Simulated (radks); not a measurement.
Values are calculated unless marked as measured or tabulated.
All-electron atom: I in [Kr] 4d10 5s1 5p6 (not the ground configuration). Code: a radial shooting solver on a logarithmic mesh with Libxc functionals. Model: Dirac Kohn-Sham, PW91, spin-unpolarised, spherical densities, point nucleus.

Normalised radial functions P(r) = r R(r) (large component), r in bohr:

r	4d5/2
0.003003	0.0001
0.004625	0.0002
0.007124	0.0007
0.01097	0.0022
0.0169	0.0073
0.02604	0.0227
0.04011	0.0650
0.06178	0.1655
0.0944	0.3485
0.1454	0.5682
0.224	0.5736
0.345	0.0536
0.5314	-0.7894
0.8186	-1.1379
1.261	-0.7330
1.942	-0.2347
2.992	-0.0327
4.608	-0.0014
7.098	0.0000

4d5/2: eigenvalue -50.873 eV, 1 radial node at r = 0.355 bohr, <r> = 0.925 bohr, 90 % of the charge inside 1.41 bohr.
